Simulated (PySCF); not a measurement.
CrF2O2, multiplicity 1. Atoms are numbered in the order given.

```xyz
5

Cr     0.0000     0.0000     0.0521
O      0.0000    -1.2470     0.9529
O      0.0000     1.2470     0.9529
F     -1.3910     0.0000    -0.9165
F      1.3910     0.0000    -0.9165
```

Geometry: B3LYP-D3(BJ)/def2-SVP. The multiplicity is an assumed one; other spin states were not compared. The isomer is the one that the SMILES or the coordinates give; other isomers of the formula were not compared.

Computed with B3LYP/pcSseg-1 (PySCF).

GIAO shieldings, no solvent; atoms alike by connectivity are averaged. δ = σ(ref) − σ: ¹⁷O against H2O (σ = 333.8 ppm); ¹⁹F against CFCl3 (σ = 161.7 ppm), references at their B3LYP-D3(BJ)/def2-TZVP geometries, non-relativistic.

```tsv
nucleus	atoms	count	δ (ppm)
¹⁷O	O2, O3	2	1616.9
¹⁹F	F4, F5	2	262.5
```
